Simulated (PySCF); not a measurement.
Molecule: cyclobutanecarboxylic acid (SMILES C1(C(=O)O)CCC1).

Bonds (- single, = double, # triple, : aromatic): O1=C2, C2-O3, C2-C4, C4-C5, C5-C6, C6-C7, C7-C4. O3 carries H8; C4 carries H9; C5 carries H10, H11; C6 carries H12, H13; C7 carries H14, H15. H11, H12, H15 are cis to C2 on the ring; H10, H13, H14 are trans to C2 on the ring.

Frames of a GFN2-xTB Langevin trajectory at 300 K; GIAO PBE0/pcSseg-1 shieldings in PySCF 2.14, gas phase, non-relativistic; equivalent atoms averaged within each frame.

Shifts are taken against calculated references (same method and geometry level): 17O (σref 336.08) against H2O; TMS for 13C (σref 186.93), 1H (σref 31.72). The references are static minima.

How do the shifts (ppm) fluctuate along the trajectory?

## Answers


| time (fs) | O1 | O3 | C2 | C4 | C5/C7 | C6 | H8 | H11/H15 | H9 | H12 |
| --- | --- | --- | --- | --- | --- | --- | --- | --- | --- | --- |
| 250 | 449.7 | 240.5 | 196.0 | 37.9 | 30.6 | 18.1 | 6.32 | 3.48 | 3.42 | 2.91 |
| 425 | 428.9 | 210.3 | 177.0 | 38.2 | 29.2 | 25.2 | 6.36 | 2.92 | 3.60 | 2.85 |
| 625 | 424.9 | 199.2 | 179.8 | 37.1 | 29.9 | 12.6 | 5.56 | 3.19 | 2.47 | 1.21 |
| 800 | 464.6 | 234.1 | 185.9 | 47.3 | 20.3 | 26.1 | 6.61 | 2.63 | 4.44 | 2.50 |
| 1000 | 420.5 | 257.3 | 180.5 | 37.2 | 24.4 | 23.2 | 6.52 | 2.08 | 3.25 | 3.36 |
| mean of frames | 437.7 | 228.3 | 183.9 | 39.6 | 26.9 | 21.0 | 6.27 | 2.86 | 3.44 | 2.56 |
| standard deviation | 18.7 | 23.4 | 7.5 | 4.4 | 4.4 | 5.7 | 0.42 | 0.54 | 0.71 | 0.81 |

5 frames give an uncertainty of the mean of about the standard deviation over 2.2 at best, since frames this close in time may not be independent; classical motion lacks zero-point vibration, and the reference would need the same averaging.
